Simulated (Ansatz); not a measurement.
Geometry optimisation, Ansatz, RKS r2SCANh-D4/def2-SVP.

input.yaml

```yaml
crystal:
  periodic: [false, false, false]
  atoms:
    - { symbol: Ga, position_ang: [0.122908, -0.445469, 0.258449] }
    - { symbol: H, position_ang: [-1.930365, 1.030623, -1.016507] }
    - { symbol: C, position_ang: [1.399763, 0.949017, -0.225792] }
    - { symbol: "N", position_ang: [-0.541626, -0.711876, 1.916616] }
    - { symbol: H, position_ang: [-1.805976, 0.376445, -1.242991] }
    - { symbol: S, position_ang: [-0.583157, -1.995341, -1.222994] }
    - { symbol: H, position_ang: [1.187447, 1.326682, -1.23515] }
    - { symbol: H, position_ang: [2.423614, 0.548161, -0.223527] }
    - { symbol: H, position_ang: [1.359302, 1.791243, 0.478689] }
    - { symbol: H, position_ang: [-1.26094, -1.400143, 2.102236] }
    - { symbol: H, position_ang: [-0.474266, -0.024964, 2.655584] }
    - { symbol: H, position_ang: [0.103295, -1.444478, -2.244614] }
basis:
  gaussian: { orbitals: def2-SVP }
hamiltonian:
  xc: r2scanh
  dispersion: d4
relax:
  f_tol: 0.03
  max_steps: 50
```

Launched with:

```bash
$ ansatz run input.yaml --threads 4 --pin off --max-ram 5120MiB --backend cpu --events-out ev --progress --plain --runs-dir out
```

Task: Where does it end, and by what steps?

Result: It converged. The force dipped under the threshold on the way, but the program's further checks kept it going. After 16 steps the energy has fallen by 0.137 eV; H2 moved furthest, 0.69 Å.

```csv
step,energy less start (eV),largest force component (eV/Å),accepted
0,0.0000,2.384,yes
1,-0.1193,0.180,yes
2,-0.1288,0.122,yes
3,-0.1248,0.245,no
4,-0.1313,0.030,yes
5,-0.1348,0.061,yes
6,-0.1295,0.371,no
7,-0.1356,0.010,yes
8,-0.1359,0.020,yes
9,-0.1362,0.018,yes
10,-0.1365,0.049,yes
11,-0.1368,0.080,yes
12,-0.1371,0.070,yes
13,-0.1372,0.039,yes
14,-0.1373,0.041,yes
15,-0.1374,0.035,yes
16,-0.1375,0.022,yes
```

```xyz
12
Properties=species:S:1:pos:R:3
Ga 0.170 -0.528 0.334
H -2.159 1.362 -1.576
C 1.368 0.928 -0.166
N -0.483 -0.760 2.001
H -1.975 0.626 -1.589
S -0.512 -2.079 -1.099
H 0.986 1.453 -1.053
H 2.365 0.534 -0.414
H 1.477 1.655 0.651
H -1.103 -1.513 2.271
H -0.287 -0.143 2.778
H 0.154 -1.535 -2.138
```

Whether the end is a true minimum wasn't checked by a vibrational analysis.

Time of the run: 87 s on 4 threads of Arm Neoverse N1, with other jobs on the host, peak memory 0.34 GiB.
